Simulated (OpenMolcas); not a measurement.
# Tc4+: ligand-field states by method

Tc4+ with 6 ligands (oxide) in octahedral coordination (Oh) at 2.06 Å. A charge of +1.33 e stands 3.2 Å behind each ligand. Ligand basis ANO-RCC-VDZP.
```
Tc    0.0000    0.0000    0.0000
O     2.0600    0.0000    0.0000
O     0.0000    2.0600    0.0000
O    -2.0600    0.0000    0.0000
O     0.0000   -2.0600    0.0000
O     0.0000    0.0000    2.0600
O     0.0000    0.0000   -2.0600
```

```
Program             : OpenMolcas 26.06
Basis               : ANO-RCC-VTZP [7s6p4d2f1g]
Scalar Hamiltonian  : DKH2, point nucleus
Active space        : 3 electrons in 5 orbitals (4d)
State averaging     : 2S+1 = 4 even, 10 roots; 2S+1 = 2 even, 40 roots
Spin-orbit coupling : RASSI with atomic mean-field integrals over the reference wave functions
```

I. CASSCF
II. SS-CASPT2, IPEA 0.25 Eh, imaginary shift 0.1 Eh (closed shells correlated: 4s 4p and the ligand valence shells)

Spin-free states (labels of O, the rotations of Oh) in cm-1, each column counted from its own energy of the first state listed:

```tsv
State	Degeneracy	I	II
4A2	1	0	0
2E	2	15302	10420
2T1	3	15961	10360
4T2	3	21519	21660
2T2	3	23353	16900
4T1	3	28595	26380
2A1	1	33493	27880
2S+1 = 2	3	34091	28850
2S+1 = 2	3	35562	30010
2E	2	37630	30990
```

From I to II, I's first state of the same spin (4T2) moves from 21519 to 21660 cm-1, by about +140 cm-1.

From I to II, I's first state of another spin (2E) moves from 15302 to 10420 cm-1, by about -4900 cm-1. In II another state of that kind comes below it.

χT at 300 K: I 1.74, II 1.73 cm3 K/mol.

Roots that are degenerate in the reference are averaged as groups; the widest CASPT2 spread within a group is 510 cm-1 (the 3-fold group of multiplicity 2 near 50500 cm-1 above the lowest state of its run, II). Shifts and gaps below about the spread of the groups concerned are not significant. Over all roots computed the reference weight is 0.59 to 0.61 in II; a low but even weight reflects the number of correlated electrons. The least metal-like active orbital is 74 % on the metal (Löwdin) and no ligand orbital is active, so the numbers are rough. The oxide ions are held by bare point charges, a crude embedding. Ligand-to-metal charge-transfer states are missing. With no ligand orbital active B as a rule stays too high, so bands that hang on it stand too high and its fall with covalency is understated. Without dynamic correlation the repulsion within the d shell is too large (B by tens of per cent), so at a given field states of lower spin stand too high (holds for I). With metal d orbitals alone the field can be off either way by tens of per cent (holds for I). These CASPT2 states fit no ligand-field parameters well, so their order and spin gaps are uncertain (holds for II). With one d shell and no ligand orbital active, 10Dq can be off by a tenth or more (holds for II). The distance lies 2 % over the 2.02 Å that this model takes as the normal distance (a Shannon-type radius plus a fixed donor radius); by an R⁻⁵ law this alone changes a d-shell field by about -9 %. No measured value stands beside these numbers; the geometry was imposed, not optimised, and the real ion may take another.
